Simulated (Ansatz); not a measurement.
```xyz
8

C     0.7213    0.8460    0.0000
C    -0.7213    0.8460    0.0000
C    -0.7213   -0.8460    0.0000
C     0.7213   -0.8460    0.0000
H     1.5561    1.6775    0.0000
H    -1.5561    1.6775    0.0000
H    -1.5561   -1.6775    0.0000
H     1.5561   -1.6775    0.0000
```

Basis set: cc-pVDZ (spherical functions). Frozen core: 4 orbitals. Charge 0, multiplicity 1.

Computed with Ansatz (development build ahead of 0.2.0); each method stands on the lowest determinant of its kind that the runs found. Restricted open shells among the atoms or ions are ROHF, correlated in semicanonical orbitals with singles.

The atomization energy at this shape (free ground-state atoms in the same class of orbitals less the molecule, no zero-point energy) of singlet C₄H₄:

| method | atomization energy |
| --- | --- |
| RHF | 540.67 kcal/mol |

Problem. What does RHF-MP2 give?

Solution. 747.46 kcal/mol. Caution: in another basis set an unrestricted determinant lies well below; the shape is not the minimum.
